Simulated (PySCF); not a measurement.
## Telling isomers of C8H7N apart by NMR

Level of theory: shieldings: GIAO PBE0/pcSseg-1, structure optimised with PBE0-D3(BJ)/def2-SVP, J couplings at B3LYP/pcJ-1 (spin–dipole term left out of most H,H and C,H couplings), in PySCF 2.14.0 with density-fitted response routines (equivalent nuclei averaged, one computed conformer, isolated molecule, no relativistic terms).

Chemical shifts δ = σref − σ; ¹H and ¹³C against TMS, all at this level. Multiplet labels drop J under 1 Hz and among equivalent protons, and merge close values. Unscaled 3J(H,H) run several per cent high. Shifts are as computed. Against solution values, carbons near 30 ppm lie about +2 ppm off and those near 130 ppm about +5 ppm (rms about the fit 1.9 ppm; single classes can miss by 10 ppm). Of 1328 compounds with measured shifts, 309 miss one by over three times the rms of a fit or turn the order of signals round; such compounds aren't used in these exercises. Signals without a measured value on file couldn't be tested in this way; 1H shifts scatter by 0.2 ppm about their fit, and single ones miss by 0.5 ppm.

(1) Tabulate the signals of `Cc1cccc(C#N)c1`, `CC#Cc1cccnc1` and their relative energies.

(2) What is the quickest way to tell Cc1cccc(C#N)c1 from CC#Cc1cccnc1?

Answers

(1) 
```json
{"SMILES": "Cc1cccc(C#N)c1", "carbon types": "3×C 4×CH 1×CH3", "δC": "144.3, 139.5, 138.4, 136.5, 134.1, 124.4, 118.1, 23.0", "δH": "7.56 (m, 1H), 7.55 (m, 1H), 7.48 (m, 1H), 7.48 (m, 1H), 2.44 (d, 3H)", "E rel. (kcal/mol)": "0.0"}
{"SMILES": "CC#Cc1cccnc1", "carbon types": "3×C 4×CH 1×CH3", "δC": "159.7, 153.2, 145.0, 127.3, 125.3, 98.5, 83.3, 5.7", "δH": "8.80 (dd, 1H), 8.61 (dd, 1H), 7.69 (dt, 1H), 7.15 (ddd, 1H), 2.18 (s, 3H)", "E rel. (kcal/mol)": "34.3"}
```

Energies are electronic energies at PBE0/pcSseg-1 on these geometries, without zero-point or thermal terms, each for the one conformer computed, which needn't be the lowest.

(2) Both give the same number of carbon signals, with the same numbers of each carbon type, so the positions decide. The first has a substituted aromatic carbon (C) at 144.3 ppm, the second an alkyne carbon (C) at 83.3 ppm. Their most deshielded carbons lie at 144.3 and 159.7 ppm. In the proton spectra the most deshielded non-exchanging signals are 7.56 (m, 1H) and 8.80 (dd, J = 2.1, 1.0 Hz, 1H).
